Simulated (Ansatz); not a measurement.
Ideal-gas functions of `CO[Si]F` at 400 K and 1 bar, from an Ansatz frequency run at PBE0-D4/def2-TZVP.

Molar mass 78.12 g/mol, point group Cs (symmetry number 1), electronic degeneracy 1, moments of inertia 40.302, 107.528, 144.657 u Å². Harmonic wavenumbers (cm⁻¹, unscaled): 92, 178, 195, 408, 758, 813, 1143, 1179, 1203, 1473, 1496, 1498, 3049, 3129, 3134.

Use S(trans) = R[1.5 ln M + 2.5 ln T − 1.1517]; rotational temperatures θ = 24.2544 K / I; S(rot) = R[ln(√π/σ · √(T³/θAθBθC)) + 1.5]; for each mode x = 1.438777 ν̃/T, S = R[x/(eˣ − 1) − ln(1 − e⁻ˣ)] and H = RT x/(eˣ − 1); 1 cm⁻¹ = 0.0119627 kJ/mol; R = 8.31446 J/(mol·K).

**Question.** By hand: the entropy, in J/(mol·K).

**Answer.** Translation 169.3. Rotation: θ = 0.6018, 0.2256, 0.1677 K, giving 107.7. Vibration, mode by mode: 17.55, 12.16, 11.43, 5.83, 2.15, 1.84, 0.71, 0.64, 0.59, 0.26, 0.25, 0.24, 0.00, 0.00, 0.00, in all 53.7. Electronic 0.0. Sum 330.7 J/(mol·K).

**Question.** By hand: H − E and G − E in kJ/mol, counted from the electronic energy.

**Answer.** Zero-point energy ½ × 19748 × 0.0119627 = 118.1; thermal vibration 11.0; translation, rotation and pV give 4 RT = 13.3. H − E = 142.4 kJ/mol, and G − E = 142.4 − 400 × 330.7/1000 = 10.1 kJ/mol.

Vibration gives 16 % of the entropy, 17.5 J/(mol·K) of it from the mode under 150 cm⁻¹: soft modes count most, and the harmonic formula is weakest for them. The sum counts one conformer and one mirror image; others add a mixing term.
